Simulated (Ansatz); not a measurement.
The cluster Li2Br2⁺ was relaxed with r2SCAN-D4 (def2-TZVP) in Ansatz in these states: charge +1 doublet, charge +1 quartet. The geometries follow in no particular order.

A:

| atom | x (Å) | y (Å) | z (Å) |
| --- | --- | --- | --- |
| Li1 | 0.345 | -0.775 | -1.758 |
| Li2 | -0.776 | 0.457 | 1.732 |
| Br3 | 0.977 | -0.926 | 0.640 |
| Br4 | -0.545 | 1.243 | -0.614 |

B:

Cartesian coordinates in Å:
```
Li -0.8731 2.9223 -0.6198
Li 0.9462 -2.9840 0.2569
Br -0.2663 0.1539 1.4924
Br 0.1932 -0.0923 -1.1295
```

Problem. Judge from the bond lengths which geometry belongs to which state (an estimate).

Solution. A is the charge +1 doublet (Li2–Br3 2.485 Å, Li1–Br3 2.485 Å, Li2–Br4 2.485 Å); B is the charge +1 quartet (Li2–Br3 3.584 Å, Li1–Br3 3.535 Å, Li2–Br4 3.294 Å).

At PBE0-D4/def2-TZVP a doublet lies 5.58 eV below the charge +1 quartet. In the doublet, Br3 and Br4 lie 2.93 Å apart (atoms count from 1), so these atoms are partly bonded to each other. In the quartet, Br3 and Br4 lie 2.67 Å apart (atoms count from 1), so these atoms are partly bonded to each other. These are the stationary points nearest to one start from a short search; other shapes may lie lower in each state.
